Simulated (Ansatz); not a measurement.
`[SiH3][Sn]([Cl])([Cl])[Cl]`. Charge 0, multiplicity 1. Sn: def2 effective core potential.

| atom | x (Å) | y (Å) | z (Å) |
| --- | --- | --- | --- |
| Si1 | -0.189 | -0.380 | 1.395 |
| Sn2 | 0.143 | 0.288 | -1.060 |
| Cl3 | 2.163 | -0.446 | -1.924 |
| Cl4 | -1.494 | -0.569 | -2.457 |
| Cl5 | 0.113 | 2.582 | -1.379 |
| H6 | 0.919 | 0.233 | 2.162 |
| H7 | -0.147 | -1.859 | 1.450 |
| H8 | -1.508 | 0.150 | 1.812 |

(1) What are the harmonic wavenumbers in cm⁻¹ at PBE0-D4/def2-TZVP (Ansatz, finite differences of forces, unscaled)? (Best estimate.)

(2) Is this a minimum?

(3) Give the ideal-gas thermochemistry at 298.15 K and 1 bar (rigid rotor, harmonic oscillator; point group C3v, symmetry number 3).

(4) And at 400, 500, 600, 800 and 1000 K?

(5) Rotational constants (cm⁻¹)?

Results:

(1) Ansatz gave: 65, 67, 67, 110, 110, 125, 297, 377, 380, 380, 492, 492, 829, 928, 928, 2244, 2271, 2271.

(2) Yes, all 18 modes are real.

(3) Zero-point energy 74.4 kJ/mol; H(298) − E = 101.5 kJ/mol; entropy 415.4 J/(mol·K), of which translation 178.0, rotation 117.5, vibration 119.9; G(298) − E = -22.3 kJ/mol. Modes under 100 cm⁻¹ are hindered rotations or soft bends, so the harmonic entropy is rough.

(4) 
```tsv
T (K)	H − E (kJ/mol)	S (J/mol/K)	G − E (kJ/mol)
400	114.9	453.9	-66.7
500	128.9	485.1	-113.7
600	143.6	511.9	-163.6
800	174.4	556.2	-270.5
1000	206.7	592.2	-385.5
```

(5) 0.03435, 0.03107, 0.03107.
